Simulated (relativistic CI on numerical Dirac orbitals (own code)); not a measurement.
**Hyperfine structure of Zn XXIII, mass number 67**

Calculated at this level of theory: Dirac-Coulomb-Breit CI, KLI orbitals optimised for each configuration, model QED (radiative potential, 1s self-energy scaled to tabulated hydrogen-like ionisation energies), unscaled Slater integrals (own radial code, finite nucleus).

Configurations in the expansion (outside the closed core 1s2): 2s2 2p4, 2s 2p5, 2p6, 2p5 3s, 2p5 3p, 2p5 3d, 2s2 2p3 3s, 2s2 2p3 3p, 2s2 2p3 3d, 2s 2p4 3s, 2s 2p4 3p, 2s 2p4 3d, 2s2 2p3 4s, 2s2 2p3 4p, 2s2 2p3 4d, 2s2 2p3 4f. Levels of other configurations are missing.

Nuclear spin I = 5/2, μ = 0.87485 μN, Q = 0.122 b (tables of Stone and Pyykkö). The electronic factors are computed for point nuclear moments, without core polarisation or the Bohr-Weisskopf and QED corrections.

| Level | E (eV) | A (MHz) | B (MHz) |
| --- | --- | --- | --- |
| 2s2 2p4 3P_2 | 0.00 | 14750 | 5620 |
| 2s2 2p4 3P_1 | 22.12 | -1139 | -4850 |
| 2s2 2p4 1D_2 | 33.36 | 32330 | -15400 |
| 2s 2p5 3P°_2 | 146.57 | 77310 | -9650 |
| 2s 2p5 3P°_1 | 159.90 | 34560 | 3910 |
| 2s 2p5 1P°_1 | 203.52 | 90640 | -8760 |
| 2s2 2p3 3s 5S°_2 | 1169.00 | 21750 | 2730 |
| 2s2 2p3 3s 3S°_1 | 1175.63 | -5694 | 2440 |

Levels with J = 0, under 50 % of one LS term, or S terms without an open s electron are left out. Small factors come from cancelling terms and can be off by tens of per cent or more.

At this charge energies of transitions that change n are usually good to better than 1 %, and those within a shell (Δn = 0) to a few per cent.

Q: Give the hyperfine levels of 2s2 2p4 3P_2 relative to its centre of gravity.

A: With K = F(F + 1) − I(I + 1) − J(J + 1), E = AK/2 + B[¾K(K + 1) − I(I + 1)J(J + 1)]/[2I(2I − 1)J(2J − 1)]: F = 1/2: -99340, F = 3/2: -79740, F = 5/2: -45660, F = 7/2: 4990, F = 9/2: 75170 MHz.

LS names give the leading component of a level, which can be under half, so a name can repeat, a term be missing and a line seem to break the LS rules.
